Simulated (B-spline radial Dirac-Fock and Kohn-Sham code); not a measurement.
Dipole and non-dipole photoemission parameters of Pb⁺ 5s

System: lead as Pb⁺, configuration [Xe] 4f14 5d10 6s2 6p1; threshold 160.7 eV (orbital energy of the model). Model: Dirac-Hartree-Slater photoionisation with a Latter tail; cross sections with all multipoles, angular parameters from the dipole term and its interference with E2. Program: a radial finite-basis atomic code.

The run's input, task.json:

```json
{"items": [{
  "Z": 82,
  "q": 1,
  "cfg": [[1, 0, 2], [2, 0, 2], [2, 1, 6], [3, 0, 2], [3, 1, 6], [3, 2, 10], [4, 0, 2], [4, 1, 6], [4, 2, 10], [4, 3, 14], [5, 0, 2], [5, 1, 6], [5, 2, 10], [6, 0, 2], [6, 1, 1]],
  "A": 208,
  "rrms": 5.5012,
  "do": "xps",
  "hv": [66.6, 80, 100, 125.0, 150, 154.0, 155.0, 188.0, 214.0, 385.0, 392.0, 571.0, 587.0, 593.0, 768.0, 1253.6, 1720.0, 2060.0, 2670.0, 2984.4, 3690.0, 4250.0, 4820.0, 5414.7, 6040.0, 6120.0, 6320.0, 8047.8, 12000, 13200.0]
}]}
```

Run with: `python xray2_run.py task.json out`

For linearly polarised light dσ/dΩ = σ/(4π) [1 + β P₂(cos θ) + (δ + γ cos²θ) sin θ cos φ], with θ from the polarisation vector and φ the angle between the beam and the projection of the electron momentum on the plane normal to the polarisation.

```
hν (eV)  σ (kb)      β       γ
    188    59.2  0.680  -0.141
    214    59.4  0.979  -0.035
    385    42.2  1.573   0.347
    392    41.5  1.581   0.354
    571    27.8  1.707   0.470
    587    26.9  1.713   0.476
    593    26.6  1.716   0.478
    768    19.2  1.766   0.521
 1253.6    9.51  1.825   0.517
   1720    5.90  1.852   0.467
   2060    4.44  1.864   0.418
   2670    2.91  1.878   0.325
 2984.4    2.42  1.884   0.279
   3690    1.69  1.893   0.182
   4250    1.32  1.899   0.114
   4820    1.06  1.903   0.053
 5414.7   0.861  1.906  -0.001
   6040   0.707  1.910  -0.048
   6120       ?      ?       ?
   6320   0.651  1.911  -0.067
 8047.8   0.416  1.917  -0.146
  12000   0.193  1.923  -0.166
  13200   0.160  1.925  -0.142
```

Question: Give the values at 6120 eV.

Answer: σ = 0.690 kb, β = 1.910, γ = -0.054. For an s subshell δ is negligible.

Values without a named source are computed, but for edge energies of neutral atoms, which are taken from tables.
